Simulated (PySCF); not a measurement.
Computed shifts of a molecule C₅H₇F, PySCF with PBE0/pcSseg-1, GIAO, gas phase, atoms alike by connectivity averaged where their shifts nearly agree, in ppm (number of nuclei): ¹³C: 163.6 (1), 118.1 (1), 44.5 (1), 31.4 (1), 23.8 (1). ¹⁹F: -81.9 (1). ¹H: 5.33 (1), 3.22 (1), 2.73 (1), 2.46 (1), 1.46 (3). References: ¹³C against TMS (σ = 186.3 ppm); ¹⁹F against CFCl3 (σ = 167.2 ppm); ¹H against TMS (σ = 31.56 ppm), references at their B3LYP-D3(BJ)/def2-TZVP geometries, non-relativistic. The structure is a stationary point at r2SCAN-D4/def2-SVP. Other conformers were not sampled.

### Question
Pick the molecule that these values belong to.
(A) C[C@H]1C=C(F)C1
(B) C=C(F)/C=C/C
(C) C=C=C[C@@H](C)F
(D) CC1=C[C@@H](F)C1

### Answer
A, C[C@H]1C=C(F)C1
